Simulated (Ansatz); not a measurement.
Geometry optimisation, Ansatz, RKS BHLYP-D4/def2-mTZVP.

input.yaml

```yaml
crystal:
  periodic: [false, false, false]
  atoms:
    - { symbol: Sn, position_ang: [0.0, 0.0, 0.0] }
    - { symbol: H, position_ang: [1.0906, 0.0, 1.6043] }
    - { symbol: O, position_ang: [2.0665, 0.0, 0.6288] }
    - { symbol: H, position_ang: [2.3829, -0.9521, 0.5121] }
    - { symbol: O, position_ang: [-0.9232, 1.5994, -0.6527] }
    - { symbol: H, position_ang: [-1.881, 1.3686, -0.8751] }
    - { symbol: Cl, position_ang: [-1.1351, -1.9666, -0.8025] }
basis:
  gaussian: { orbitals: def2-mTZVP }
hamiltonian:
  xc: { name: BHLYP }
  dispersion: d4
relax:
  f_tol: 0.15
  max_steps: 25
  restrain:
    - { distance: [1, 2], at: 2.21, k: 30.0 }
    - { distance: [0, 1], at: 1.74, k: 30.0 }
    - { distance: [0, 2], at: 1.96, k: 30.0 }
```

Command:

```bash
$ ansatz run input.yaml --threads 4 --pin off --max-ram 5120MiB --backend cpu --events-out ev --progress --plain --runs-dir out
```

**Question.** Where does it end, and by what steps?

**Answer.** The run converged. The restraints hold the end off the free minimum. After 10 steps the energy has fallen by 2.561 eV (the restraints' own energy left out); H4 moved furthest, 1.04 Å.

```json
{"step": "0", "energy less start (eV)": "0.0000", "largest force component (eV/Å)": "2.278", "accepted": "yes"}
{"step": "1", "energy less start (eV)": "-0.4659", "largest force component (eV/Å)": "1.819", "accepted": "yes"}
{"step": "2", "energy less start (eV)": "-1.2772", "largest force component (eV/Å)": "1.927", "accepted": "yes"}
{"step": "3", "energy less start (eV)": "-2.1622", "largest force component (eV/Å)": "1.474", "accepted": "yes"}
{"step": "4", "energy less start (eV)": "-2.2576", "largest force component (eV/Å)": "1.451", "accepted": "yes"}
{"step": "5", "energy less start (eV)": "-2.2839", "largest force component (eV/Å)": "1.452", "accepted": "yes"}
{"step": "6", "energy less start (eV)": "-2.3494", "largest force component (eV/Å)": "1.457", "accepted": "yes"}
{"step": "7", "energy less start (eV)": "-2.4425", "largest force component (eV/Å)": "1.376", "accepted": "yes"}
{"step": "8", "energy less start (eV)": "-2.5183", "largest force component (eV/Å)": "1.355", "accepted": "yes"}
{"step": "9", "energy less start (eV)": "-2.5541", "largest force component (eV/Å)": "1.298", "accepted": "yes"}
{"step": "10", "energy less start (eV)": "-2.5612", "largest force component (eV/Å)": "1.293", "accepted": "yes"}
```

```xyz
7
Properties=species:S:1:pos:R:3
Sn -0.010 -0.079 0.449
H 0.397 -0.037 2.105
O 1.924 -0.274 0.453
H 2.427 -0.374 -0.354
O -0.693 1.458 -0.517
H -1.311 1.236 -1.213
Cl -1.133 -1.881 -0.508
```

Whether the end is a true minimum wasn't checked by a vibrational analysis.

The run took 20 s on 4 threads of Intel(R) Xeon(R) Platinum 8488C (Sapphire Rapids) (shared host), peak memory 0.3 GiB.
